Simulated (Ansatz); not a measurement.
`CC(Cl)I` + H₂ → `ClCI` + CH₄ at 500 K and 1 bar (hydrogenolysis of a C–C bond).

Computed with Ansatz on PBE0-D4/def2-TZVP structures; ΔE is electronic, products minus reactants. CBS: MP2 limit from def2 TZ/QZ plus the TZ coupled-cluster correction, frozen cores. This one scheme is used for every species. Elements past krypton have def2 core potentials. For I outer-core shells are correlated without core-valence functions, which leaves a few kJ/mol of doubt a bond.

```json
{"species": "`CC(Cl)I`", "CCSD(T)/CBS energy (Eh)": "-835.73159", "H − E (kJ/mol)": "182.7", "S (J/(mol·K))": "369.6"}
{"species": "H₂", "CCSD(T)/CBS energy (Eh)": "-1.17544", "H − E (kJ/mol)": "41.0", "S (J/(mol·K))": "145.5"}
{"species": "`ClCI`", "CCSD(T)/CBS energy (Eh)": "-796.46468", "H − E (kJ/mol)": "99.4", "S (J/(mol·K))": "327.2"}
{"species": "CH₄", "CCSD(T)/CBS energy (Eh)": "-40.46206", "H − E (kJ/mol)": "135.6", "S (J/(mol·K))": "206.8"}
```

H − E and S are ideal-gas, rigid-rotor, harmonic terms from PBE0-D4/def2-TZVP, for one conformer and one mirror image of each species. The MP2-based limit puts H₂ 0.8 mEh under its directly extrapolated value; such offsets cancel only in part. 1 Eh = 2625.50 kJ/mol, R = 8.31446 J/(mol·K).

Q: By hand: ΔE, ΔH, ΔS and ΔG.

A: ΔE = (-796.46468) + (-40.46206) − (-835.73159) − (-1.17544) = -0.01971 Eh = -51.7 kJ/mol. Δ(H − E) = 99.4 + 135.6 − 182.7 − 41.0 = 11.3, so ΔH = -40.4 kJ/mol. ΔS = 327.2 + 206.8 − 369.6 − 145.5 = 18.9 J/(mol·K). ΔG = -40.4 − 500 × (18.9)/1000 = -49.8 kJ/mol.

Q: By hand: the equilibrium constant, and the temperature at which ΔG would vanish if ΔH and ΔS stayed fixed.

A: log₁₀ K = −ΔG/(RT ln 10) = 5.2. ΔH and −TΔS have one sign here, so there is no such temperature.

ΔH outweighs TΔS. A doubt of 5 kJ/mol in ΔE shifts log₁₀ K by 0.5 here. Other conformers and mirror images would add mixing entropy, several J/(mol·K) or more a flexible species. These are equilibria of isolated gas molecules and say nothing of rates. Largest T1 diagnostic: 0.009 (customary marks: 0.02 for closed shells, 0.045 for open ones).
